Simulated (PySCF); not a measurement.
tin monoxide (OSn), singlet, geometry from GFN2-xTB (such geometries of metal compounds can be far from the true shape) (core potentials on Sn). Base run: PBE/def2-SVP (PySCF).

Input for PySCF:
```python
from pyscf import gto, scf, dft

mol = gto.M(
    atom='''
Sn   -0.00000000   -0.00000000   -0.24879316
O     0.00000000    0.00000000    1.55495727
''',
    basis='def2-svp',
    ecp={'Sn': 'def2-svp'},
    verbose=4,
)

mf = dft.RKS(mol)
mf.xc = 'pbe'
mf.kernel()
mf.analyze()
```

The base run was repeated with changes; each row names its change, and settings that it needs were set with it.

```json
[
 {"change": "base", "basis functions": "40", "E (Eh)": "-289.37402", "HOMO (eV)": "-6.30", "HOMO-LUMO gap (eV)": "3.56", "dipole (D)": "3.30"},
 {"change": "basis = jorge-DZP-DKH; relativity = spin-free X2C; nucleus = Gaussian (with nucmod='G'; without ecp={'Sn': 'def2-svp'})", "basis functions": "63", "E (Eh)": "-6246.15338", "HOMO (eV)": "-6.33", "HOMO-LUMO gap (eV)": "3.72", "dipole (D)": "4.06"},
 {"change": "basis = x2c-SVPall; relativity = spin-free X2C; nucleus = Gaussian (with nucmod='G'; without ecp={'Sn': 'def2-svp'})", "basis functions": "50", "E (Eh)": "-6250.55272", "HOMO (eV)": "-6.34", "HOMO-LUMO gap (eV)": "3.57", "dipole (D)": "3.28"},
 {"change": "basis = jorge-DZP-DKH; relativity = spin-free X2C (without ecp={'Sn': 'def2-svp'})", "basis functions": "63", "E (Eh)": "-6246.29599", "HOMO (eV)": "-6.33", "HOMO-LUMO gap (eV)": "3.72", "dipole (D)": "4.06"},
 {"change": "basis = x2c-SVPall; relativity = spin-free X2C (without ecp={'Sn': 'def2-svp'})", "basis functions": "50", "E (Eh)": "-6250.67844", "HOMO (eV)": "-6.34", "HOMO-LUMO gap (eV)": "3.57", "dipole (D)": "3.28"},
 {"change": "basis = jorge-DZP-DKH; relativity = none (without ecp={'Sn': 'def2-svp'})", "basis functions": "63", "E (Eh)": "-6039.95882", "HOMO (eV)": "-6.44", "HOMO-LUMO gap (eV)": "3.66", "dipole (D)": "3.85"},
 {"change": "basis = x2c-TZVPall; relativity = spin-free X2C (without ecp={'Sn': 'def2-svp'})", "basis functions": "91", "E (Eh)": "-6251.46477", "HOMO (eV)": "-6.39", "HOMO-LUMO gap (eV)": "3.49", "dipole (D)": "3.69"},
 {"change": "basis = x2c-TZVPall; relativity = spin-free X2C; nucleus = Gaussian (with nucmod='G'; without ecp={'Sn': 'def2-svp'})", "basis functions": "91", "E (Eh)": "-6251.32301", "HOMO (eV)": "-6.39", "HOMO-LUMO gap (eV)": "3.49", "dipole (D)": "3.69"},
 {"change": "basis = x2c-TZVPall; relativity = none (without ecp={'Sn': 'def2-svp'})", "basis functions": "91", "E (Eh)": "-5982.60793", "HOMO (eV)": "-6.42", "HOMO-LUMO gap (eV)": "3.36", "dipole (D)": "3.51"},
 {"change": "basis = x2c-SVPall; relativity = none (without ecp={'Sn': 'def2-svp'})", "basis functions": "50", "E (Eh)": "-5966.26026", "HOMO (eV)": "-6.66", "HOMO-LUMO gap (eV)": "3.14", "dipole (D)": "2.30"}
]
```

Absolute energies of different levels of theory aren't comparable as measures of quality.

Basis sets contracted for a relativistic Hamiltonian are a mismatch without it, so the rows without relativity aren't non-relativistic limits. No row has spin-orbit coupling; sets with core potentials leave out the core electrons.
